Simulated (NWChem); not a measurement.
Species: SiH2I cation

```xyz
4

Si     0.0000     0.0000     1.7886
I      0.0000     0.0000    -0.5252
H      0.0000     1.2893     2.5154
H      0.0000    -1.2893     2.5154
```
Atoms are numbered in this order, from 1.

Level: PBE0/def2-SVP with def2 effective core potentials on I (NWChem), optimised geometry, unscaled harmonic frequencies. def2 effective core potentials on I; no spin-orbit coupling.

```tsv
frequency (cm⁻¹)	IR intensity (km/mol)
455	52.2
556	8.8
639	12.7
909	136.0
2290	0.0
2348	0.1
```

```yaml
zero_point_energy: 10.3 kcal/mol
thermal correction to the enthalpy at 298.15 K (with zero-point energy): 13.1 kcal/mol
heat capacity Cv: 9.9 cal/(mol K)
entropy at 298.15 K and 1 atm (symmetry number 2): 64.1 cal/(mol K)
```

Rigid rotor and harmonic oscillator.
